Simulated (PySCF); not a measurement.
CH7ClO2Si2, SMILES OC[SiH2]O[SiH2]Cl.

Coordinates come from a B3LYP-D3(BJ)/def2-SVP optimisation. The structure was generated by enumeration, and PubChem lists no compound with its InChIKey, so it may never have been made. The values are those of a single conformer.

Two levels are set side by side: PBE/def2-TZVP (PySCF) and B3LYP/def2-TZVP (PySCF). Same geometry, gas phase. Differences are taken from unrounded values.

```
quantity                     B3LYP
---------------------------  -----
orbital gap (eV)              7.04
highest occupied level (eV)  -7.28
lowest empty level (eV)      -0.24
dipole moment (D)             0.84
mean polarisability (bohr³)   79.8
```

Question: What does PBE give, and how far is it from B3LYP? (An estimate is asked for; the answer gives what the named calculation found.)

Answer: 
```csv
quantity,PBE,PBE minus B3LYP
orbital gap (eV),5.07,-1.97
highest occupied level (eV),-6.00,1.27
lowest empty level (eV),-0.93,-0.69
dipole moment (D),0.74,-0.09
mean polarisability (bohr³),83.2,3.4
```

PBE's occupied levels lie high since its potential decays too fast outside the molecule; exact exchange lowers them and widens the gap. PBE's more diffuse valence density responds more strongly to a field. Differences between two approximate levels are no errors against the true value.

Rough cost on one machine, each run with all the roots and properties that it gave: B3LYP against PBE within a factor of 2.
